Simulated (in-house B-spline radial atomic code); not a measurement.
PBE0 excitations of neutral zinc

Method: PBE0. Computed with a B-spline radial code for spherical atoms: linear response of the closed shell [Ar] 3d10 4s2 with the functional's adiabatic kernel; scalar-relativistic (spin-free one-electron X2C), finite nucleus, no spin-orbit coupling, no double excitations, S, P, D and F terms only; shells from n = 2 respond. Only terms of natural parity with L up to 3 were computed.

Command:
```bash
python run_td.py task.json out
```
Settings (radii: box in bohr, nucleus in fm):
```
Z                        30
electrons                30
configuration            [Ar] 3d10 4s2
hamiltonian              x2c
method                   pbe0
box_radius               75
rms_radius               3.9283
intervals                77
```

Time taken, with all properties: 2.1 s on 1 thread of Intel(R) Xeon(R) Platinum 8488C (Sapphire Rapids), on a shared host.

The lowest states, in the order of their Tamm-Dancoff energies; the method's threshold (minus the highest occupied level) is 6.700 eV. Labels give the largest channel, * marks a mixed state, and oscillator strengths are full-response dipole values. Measured ¹D terms are left out, since they can mix with doubly excited terms. Semilocal kernels can invert the small singlet-triplet splittings of Rydberg terms. Energies in eV:

```tsv
state	full response	Tamm-Dancoff	oscillator strength	measured (J-weighted term)
4s → 4p 3P	3.710	3.876	-	4.054
4s → 4p 1P	?	?	?	?
4s → 5s 3S	5.943	5.948	-	6.654
4s → 5s 1S	6.159	6.168	-	6.917
4s → 5p 3P	?	?	-	-
```

Where does 4s → 5p 3P lie?

At 6.468 eV in full response, 6.471 eV in Tamm-Dancoff.

Where does 4s → 4p 1P lie?

At 5.486 eV in full response, 5.633 eV in Tamm-Dancoff, oscillator strength 1.29; measured 5.796 eV.

How large is the singlet-triplet splitting of 4s → 4p (P terms) in Tamm-Dancoff?

1.76 eV, from the unrounded values.

What polarisabilities and dispersion coefficient does the method give?

Dipole 40.76 bohr³, quadrupole 334.8 bohr⁵, C6 301.3 hartree·bohr⁶ for two such species. Recommended dipole value: 38.67 ± 0.3 bohr³ (Schwerdtfeger and Nagle, table of static dipole polarizabilities (2023 update)), which includes relativity and correlation.
